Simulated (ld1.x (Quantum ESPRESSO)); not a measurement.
P: excitation energies, all-electron against RRKJ

| Quantity | Value |
| --- | --- |
| Element | P (Z = 15) |
| Generator | ld1.x (Quantum ESPRESSO) 7.5 |
| Type | norm-conserving RRKJ (Kleinman–Bylander form) |
| Functional | PBE |
| Relativity | scalar-relativistic |
| Frozen core | [Ne] |
| Valence charge | 5 |
| Reference configuration | 3s1 3p4 |
| Partial waves | 3p (bound): rc 1.85 bohr; 3d channel at 0.05 Ry: rc 1.40 bohr; 3s (bound): rc 1.50 bohr |
| Local potential | the s channel |
| Core correction | Bessel-smoothed model core inside 1.35 bohr |

Energies are relative to the spin-unpolarised reference configuration 3s1 3p4; without spin polarisation the order of configurations can differ from experiment.

```tsv
valence configuration	charge	ΔE all-electron (eV)	error AE − PS (meV)
3s2 3p3	0	-8.534	-3.8
3s2 3p2	+1	1.195	-3.0
3s1 3p3	+1	10.316	+3.3
3s2 3p2.5	+0.5	-4.759	-4.7
3s0 3p5	0	8.666	-4.6
```

What are ΔE and the potential's error for 3s2 3p1?

ΔE = 20.342 eV all-electron; the error (AE − PS) is +20 meV.

What are ΔE and the potential's error for 3s1 3p0?

ΔE = 102.087 eV all-electron; the error (AE − PS) is +314 meV.
